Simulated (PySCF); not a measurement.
A PySCF run on GaO⁻

State: ¹Σ⁺ (singlet), closed shell.

An equivalent input (the run itself took its basis sets from the Basis Set Exchange, started from a PBE0 density and held the occupation σ 10α 10β, πx 4α 4β, πy 4α 4β, δx 1α 1β, δy 1α 1β):

```python
from pyscf import gto, scf, cc
mol = gto.M(atom='Ga 0 0 0; O 0 0 1.715', basis={'Ga': 'def2-TZVPPD', 'O': 'def2-TZVPPD'},
            charge=-1, spin=0, verbose=4, symmetry='C2v')
mf = scf.RHF(mol)
mf.irrep_nelec = {'A1': 22, 'A2': 2, 'B1': 8, 'B2': 8}
mf.conv_tol = 1e-9
mf.max_cycle = 60
mf.diis_space = 10
mf.kernel()
mycc = cc.CCSD(mf, frozen=[0, 1, 2, 3, 4, 5, 6, 7, 8, 9, 93])
mycc.run(conv_tol=1e-7, conv_tol_normt=1e-5, max_cycle=80, diis_space=8)
et = mycc.ccsd_t()
```

The SCF ended at -1998.14452000 hartree. The coupled-cluster part of the log:

```
******** <class 'pyscf.cc.ccsd.CCSD'> ********
CC2 = 0
CCSD nocc = 10, nmo = 83
frozen orbitals [0, 1, 2, 3, 4, 5, 6, 7, 8, 9, 93]
max_cycle = 80
direct = 0
conv_tol = 1e-07
conv_tol_normt = 1e-05
diis_space = 8
diis_start_cycle = 0
diis_start_energy_diff = 1e+09
Init t2, MP2 energy = -1998.63310918935  E_corr(MP2) -0.488589186402094
Init E_corr(CCSD) = -0.488589186403239
cycle = 1  E_corr(CCSD) = -0.439463583251138  dE = 0.0491256032  norm(t1,t2) = 0.130069
cycle = 2  E_corr(CCSD) = -0.476005315212549  dE = -0.036541732  norm(t1,t2) = 0.0816619
cycle = 3  E_corr(CCSD) = -0.468502013142826  dE = 0.00750330207  norm(t1,t2) = 0.0785878
cycle = 4  E_corr(CCSD) = -0.46799757440381  dE = 0.000504438739  norm(t1,t2) = 0.0130082
cycle = 5  E_corr(CCSD) = -0.469329261159447  dE = -0.00133168676  norm(t1,t2) = 0.00614828
cycle = 6  E_corr(CCSD) = -0.469746461564826  dE = -0.000417200405  norm(t1,t2) = 0.00206356
cycle = 7  E_corr(CCSD) = -0.4694936739335  dE = 0.000252787631  norm(t1,t2) = 0.0010844
cycle = 8  E_corr(CCSD) = -0.469444076093465  dE = 4.959784e-05  norm(t1,t2) = 0.000419547
cycle = 9  E_corr(CCSD) = -0.469455674098325  dE = -1.15980049e-05  norm(t1,t2) = 0.000134415
cycle = 10  E_corr(CCSD) = -0.469465154736882  dE = -9.48063856e-06  norm(t1,t2) = 6.47788e-05
cycle = 11  E_corr(CCSD) = -0.469460390768597  dE = 4.76396828e-06  norm(t1,t2) = 2.13774e-05
cycle = 12  E_corr(CCSD) = -0.469461339735766  dE = -9.48967169e-07  norm(t1,t2) = 1.02091e-05
cycle = 13  E_corr(CCSD) = -0.469461584263357  dE = -2.44527591e-07  norm(t1,t2) = 5.46392e-06
cycle = 14  E_corr(CCSD) = -0.469461626976935  dE = -4.27135781e-08  norm(t1,t2) = 1.79089e-06
CCSD converged
E(CCSD) = -1998.613981629928  E_corr = -0.4694616269769348
CCSD(T) correction = -0.0268015797620892
```

T1 diagnostic 0.027, D1 0.074, 20 electrons correlated, 1 of the virtual orbitals (those above 20 hartree) left out.

Repeating this along the bond gives Re = 1.726 Å and ωe = 792 cm⁻¹.

A point of this curve took 11 CPU seconds beside 0.5 for the integrals, on AMD EPYC 9R45 (shared host).

Correlated steps freeze 10 core orbitals. The CCSD T1 diagnostic is raised, a sign that a single reference may not be enough here.
